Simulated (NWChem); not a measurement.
InCl, singlet; SMILES [Cl][In]

All runs: NWChem. Low-valent species are run as closed-shell singlets; no triplet was tried in these runs. Coordinates come from a PBE0-D3(BJ)/def2-TZVP optimisation. def2 effective core potentials on In; no spin-orbit coupling. Ions are spin-unrestricted doublets at the neutral geometry; other ion states weren't tried.

```tsv
level	basis functions	vertical ionisation energy, ΔSCF (eV)	−ε(HOMO) (eV)	ΔSCF minus −ε(HOMO) (eV)	relative time
PBE0/def2-SVP	44	10.64	7.12	3.52	1
PBE0/def2-SVPD	59	10.83	7.36	3.47	1
PBE0/def2-TZVP	87	10.68	7.26	3.42	3
PBE0/def2-TZVPD	102	10.70	7.31	3.39	4
PBE0/def2-TZVPP	92	10.68	7.26	3.42	3
PBE0/def2-QZVP	152	10.69	7.30	3.39	20
```

Relative times are rough (shared machine, one core).
